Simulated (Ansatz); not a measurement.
CF3 (SMILES F[C](F)F), doublet, at a GFN2-xTB geometry. Base run: B3LYP/def2-SV(P) in Ansatz (a program for electronic structure).

Input for Ansatz:
Ansatz 0.2 input:
```yaml
crystal:
  periodic: [false, false, false]
  atoms:
    - {symbol: F, position_ang: [-0.61970144, 1.10330442, -0.05681889]}
    - {symbol: C, position_ang: [-0.00906407, -0.00843182, 0.30888598]}
    - {symbol: F, position_ang: [-0.64050898, -1.08653107, -0.11720652]}
    - {symbol: F, position_ang: [1.26625314, -0.01115214, -0.03189858]}
basis:
  gaussian:
    orbitals: def2-SV_P_.json
hamiltonian:
  xc: b3lyp
magnetization: {spin_polarized: true, initial_magnetization: 1}
```
The basis file holds def2-SV(P) in the JSON format of the Basis Set Exchange.

The bond that is stretched is that between atoms 1 and 2. A test that says stable can miss a lower solution.

Variants of this job, named by their change:

```csv
change,ΔE vs base (mEh),<S^2>,stability test says
base,0.000,0.751,minimum
spin_polarized = on; lower_state_search = off,0.000,0.751,undecided (no full test)
spin_polarized = on; lower_state_search = standard,0.000,0.751,minimum
bond × 1.25,44.329,0.753,minimum
spin_polarized = on; lower_state_search = off; bond × 1.25,44.329,0.753,undecided (no full test)
spin_polarized = on; lower_state_search = standard; bond × 1.25,44.329,0.753,minimum
bond × 1.5,98.043,0.786,minimum
spin_polarized = on; lower_state_search = off; bond × 1.5,98.043,0.786,undecided (no full test)
spin_polarized = on; lower_state_search = standard; bond × 1.5,98.043,0.786,minimum
bond × 1.8,130.4,0.813,minimum
spin_polarized = on; lower_state_search = off; bond × 1.8,130.4,0.813,undecided (no full test)
spin_polarized = on; lower_state_search = standard; bond × 1.8,130.4,0.813,minimum
bond × 2.2,146.6,0.768,minimum
spin_polarized = on; lower_state_search = off; bond × 2.2,146.6,0.768,undecided (no full test)
spin_polarized = on; lower_state_search = standard; bond × 2.2,146.6,0.768,minimum
bond × 3.0,154.3,0.751,minimum
spin_polarized = on; lower_state_search = off; bond × 3.0,154.3,0.751,undecided (no full test)
spin_polarized = on; lower_state_search = standard; bond × 3.0,154.3,0.751,minimum
```

On stretching, the SCF can end on different states; <S^2> shows the spin contamination of each.
